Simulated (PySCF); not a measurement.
Numbering as in the mapped SMILES `[CH3:1][S:2][Si@@H:3]([NH2:4])[PH2:5]`; H(Xn) means a hydrogen on atom n.

Geometry: PBE0-D3(BJ)/def2-SVP; GIAO shifts from PySCF 2.14, gas phase, non-relativistic, averaged over equivalent atoms.

At PBE0/def2-SVP (122 basis functions, 12 s wall time on 1 thread of an Arm Neoverse V1, shared host):
```csv
atoms,δ (ppm)
C1,9.7
S2,-144.5
Si3,-2.2
N4,17.5
P5,-248.7
H(Si3),6.02
H(C1),1.85
H(P5),1.45
H(N4),0.18
```

Referencing at the same level of theory: 13C (193.72 ppm) and 29Si (407.17 ppm) and 1H (31.34 ppm) vs TMS; 33S (567.50 ppm) against CS2; 15N (269.84 ppm) vs NH3; 31P (385.86 ppm) vs H3PO4.

**Question.** What do these become at OPBE/pcSseg-1?

**Answer.** 
| atoms | δ at OPBE/pcSseg-1 | change |
| --- | --- | --- |
| C1 | 12.2 | +2.5 |
| S2 | -142.4 | +2.1 |
| Si3 | -2.0 | +0.2 |
| N4 | 21.4 | +3.9 |
| P5 | -268.8 | -20.1 |
| H(Si3) | 6.15 | +0.13 |
| H(C1) | 2.12 | +0.27 |
| H(P5) | 1.69 | +0.24 |
| H(N4) | 0.32 | +0.14 |

Scale: 13C (σref 185.13) and 29Si (σref 360.29) and 1H (σref 31.23) vs TMS; 33S (σref 506.66) against CS2; 15N (σref 264.09) against NH3; 31P (σref 323.91) vs H3PO4 (reference shieldings calculated alike).

The largest change is at P5 (phosphorus bonded to Si, 2 H). Cost: 146 basis functions, 20 s wall time on 1 thread of an Arm Neoverse V1, shared host.

Experimental scales use liquid or dissolved standards, which lie at an offset from isolated NH3 (liquid NH3: subtract about 20 ppm) and H3PO4.
